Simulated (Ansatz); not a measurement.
`[NH2][Sn]([F])([Cl])[Cl]` and `[F][Sn]([SiH3])([Cl])[Cl]` differ in one atom or group.

Ansatz, PBE0-D4/def2-TZVP geometries, multiplicity 1. Each molecule was computed in one conformer, which needn't be the lowest.

Elements past krypton have def2 core potentials.

```csv
property,`[NH2][Sn]([F])([Cl])[Cl]`
HOMO energy (ωB97M-V/def2-TZVPP) / eV,-11.03
size of the dipole moment (B3LYP/def2-TZVPP) / D,3.31
"ideal-gas entropy at 298 K and 1 bar (rigid rotor, harmonic PBE0-D4/def2-TZVP) / J/(mol·K)",391
HOMO energy (PBE/def2-TZVPP) / eV,-7.23
HOMO–LUMO gap (B3LYP/def2-TZVPP) / eV,5.76
HOMO energy (B3LYP/def2-TZVPP) / eV,-8.43
```

Task: Give the same properties after the change, and the shifts. (An estimate is asked.)

Result: The calculation gave: 
| property | `[F][Sn]([SiH3])([Cl])[Cl]` | shift |
| --- | --- | --- |
| HOMO energy (ωB97M-V/def2-TZVPP) / eV | -10.90 | 0.13 |
| size of the dipole moment (B3LYP/def2-TZVPP) / D | 4.47 | 1.16 |
| ideal-gas entropy at 298 K and 1 bar (rigid rotor, harmonic PBE0-D4/def2-TZVP) / J/(mol·K) | 414 | 23 |
| HOMO energy (PBE/def2-TZVPP) / eV | -7.66 | -0.43 |
| HOMO–LUMO gap (B3LYP/def2-TZVPP) / eV | 6.28 | 0.52 |
| HOMO energy (B3LYP/def2-TZVPP) / eV | -8.65 | -0.22 |

With PBE0 the HOMO falls by 0.19 eV and the LUMO rises by 0.26 eV, so the gap widens by about 0.45 eV. PBE moves the HOMO by -0.43 eV and ωB97M-V by 0.13 eV. The zero-point energy changes by -1.6 kJ/mol with +3 modes. Dipoles are sizes alone; their direction can turn. Modes under 60 cm⁻¹, often nearly free rotors, make the harmonic entropy too high.

B3LYP here is the variant with VWN-RPA as its local correlation; programs differ in this.
